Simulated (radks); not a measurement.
Task: All-electron atom: the iron ion Fe18+ in [He] 2s2 2p4. Calculated with a radial shooting solver on a logarithmic mesh with Libxc functionals: Dirac Kohn-Sham, PBE, spin-unpolarised, spherical densities, finite nucleus; open shells fill j = l - 1/2 first; Fermi nuclear charge, rms radius 3.7377 fm.

Spin-orbit splittings of the eigenvalues, e(l+1/2) - e(l-1/2), with zeta = 2 splitting/(2l+1) and mean radii in bohr:

| shell | occ. | splitting (eV) | zeta (eV) | <r> j=l-1/2 | <r> j=l+1/2 |
|---|---|---|---|---|---|
| 2p | 4 | 14.10 | 9.399 | 0.2201 | 0.2228 |
| 3p | 0 | 3.469 | 2.313 | 0.5996 | 0.6035 |
| 3d | 0 | ? | ? | 0.5334 | 0.5346 |

Estimate the 3d splitting.

Result: 0.7682 eV (zeta = 0.3073 eV).
